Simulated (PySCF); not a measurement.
How methods differ on the excitation energy of C²⁺

C²⁺ [He] 2s2 (1S) → C²⁺ [He] 2s1 2p1 (3P), as a difference of total energies. Calculation: PySCF 2.14, in aug-cc-pwCVTZ; no relativity, point nucleus. Correlated levels: valence and next inner shell: nothing frozen. The calculations carry no spin-orbit coupling.

```json
{"method": "UHF", "excitation energy (eV)": "4.664"}
{"method": "MP2 (valence and next inner shell)", "excitation energy (eV)": "5.774"}
{"method": "SCS-MP2 (valence and next inner shell)", "excitation energy (eV)": "6.091"}
{"method": "CCSD (valence and next inner shell)", "excitation energy (eV)": "6.481"}
{"method": "CCSD(T) (valence and next inner shell)", "excitation energy (eV)": "6.499"}
```

**Question.** How much does correlation contribute at CCSD(T) (valence and next inner shell)?

**Answer.** 6.499 − (4.664) = 1.835 eV, measured against UHF.

A first-order spin-orbit estimate (lowest level to lowest level, LS coupling) adds -0.006 eV.
